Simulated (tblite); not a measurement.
C₆H₁₁NSi₂.
Atom-mapped SMILES: `[CH:1]#[C:2][CH2:3][CH2:4][CH2:5][SiH2:6][SiH2:7][C:8]#[N:9]` (hydrogens: H10 on C1; H11, H12 on C3; H13, H14 on C4; H15, H16 on C5; H17, H18 on Si6; H19, H20 on Si7)

A start from a force field or distance geometry was refined with GFN2-xTB geometry optimisation, gas phase (tblite). Values at the start:

```
   coordinate    start
        C1≡C2  1.202 Å
       C1–H10  1.069 Å
        C2–C3  1.467 Å
        C3–C4  1.543 Å
       C3–H11  1.089 Å
        C4–C5  1.521 Å
       C4–H13  1.116 Å
       C5–Si6  1.879 Å
       C5–H15  1.100 Å
      Si6–Si7  2.304 Å
      Si6–H17  1.485 Å
       Si7–C8  1.874 Å
      Si7–H19  1.499 Å
        C8≡N9  1.153 Å
     C1–C2–C3   178.6°
     C2–C3–C4   111.0°
     C3–C4–C5   113.5°
    C4–C5–Si6   116.1°
   C5–Si6–Si7   109.7°
   Si6–Si7–C8   107.1°
    Si7–C8–N9   179.6°
  C2–C3–C4–C5      69°
 C3–C4–C5–Si6    -179°
C4–C5–Si6–Si7      71°
C5–Si6–Si7–C8      58°
```

Q: How do these coordinates change at the GFN2-xTB level?

A: 
```
   coordinate  GFN2-xTB (Å or °)  change
      Si7–H19              1.469  -0.030
       C5–Si6              1.903  +0.024
       C4–H13              1.094  -0.022
       C1–H10              1.048  -0.021
        C2–C3              1.449  -0.018
      Si6–H17              1.469  -0.016
      Si6–Si7              2.318  +0.014
        C3–C4              1.534  -0.009
       C5–H15              1.092  -0.008
        C8≡N9              1.146  -0.007
        C1≡C2              1.196  -0.006
       C3–H11              1.094  +0.005
       Si7–C8              1.869  -0.005
        C4–C5              1.526  +0.005
    C4–C5–Si6              112.7    -3.4
     C3–C4–C5              111.7    -1.8
    Si7–C8–N9              177.9    -1.7
     C1–C2–C3              177.1    -1.5
   Si6–Si7–C8              108.5    +1.4
     C2–C3–C4              110.5    -0.5
   C5–Si6–Si7              109.3    -0.4
C5–Si6–Si7–C8                 31     -27
C4–C5–Si6–Si7                 62      -9
 C3–C4–C5–Si6               -172      +7
  C2–C3–C4–C5                 66      -3
```

The energy falls by 4.2 kcal/mol over 176 L-BFGS steps, the largest force on an atom goes from 0.83 to 0.009 eV/Å, and the atoms move by 0.500 Å rms after alignment. The bond that changes most is Si7–H19 (SiH2 silicon to Si–H hydrogen), which shortens by 0.030 Å. Bonds longer at the end by more than 0.005 Å: 4 of 19; shorter: 14. Among the dihedrals that turn most is H17–Si6–Si7–H20, from 60° to 26°. Rotational constants go from 1351, 651.1, 488.1 to 1359, 799.3, 558.6 MHz.

Its GFN2-xTB frequencies are all real (lowest 17 cm⁻¹). One conformer, not necessarily the lowest. 3 starts were optimised and ended at 0.00, 0.53 and 0.80 kcal/mol (GFN2-xTB); the lowest of these is shown.

All values are computed, not measured.
